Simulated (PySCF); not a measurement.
**Working out the ionisation energy of In⁺**

In⁺ [Kr] 4d10 5s2 (1S) → In²⁺ [Kr] 4d10 5s1 (2S). Computed with PySCF 2.14 in def2-QZVPPD with the def2 core potential (28 electrons) (8s6p5d4f1g, 88 functions), with a scalar-relativistic core potential. Frozen: nothing. Energies in hartree (1 hartree = 27.21139 eV):

```json
{"part": "UHF", "In⁺ (lower)": "-189.018876", "In²⁺ (upper)": "-188.393803"}
{"part": "MP2 opposite-spin", "In⁺ (lower)": "-0.383282", "In²⁺ (upper)": "-0.333086"}
{"part": "MP2 same-spin", "In⁺ (lower)": "-0.201581", "In²⁺ (upper)": "-0.183049"}
```

**Question.** What does Hartree-Fock give?

**Answer.** (-188.393803) − (-189.018876) = 0.625073 hartree = 17.009 eV.

**Question.** What do MP2 and SCS-MP2 (6/5 opposite-spin, 1/3 same-spin) give?

**Answer.** The opposite-spin parts differ by 1.366 eV and the same-spin parts by 0.504 eV. MP2: 17.009 + (1.366) + (0.504) = 18.879 eV. SCS-MP2: 17.009 + 1.2 × (1.366) + (0.504)/3 = 18.816 eV.

Measured between the centres of the two terms (NIST): 18.870 eV, so MP2 (valence and next inner shell) is off by 0.009 eV.

What remains against the reference includes basis incompleteness and correlation beyond second order.
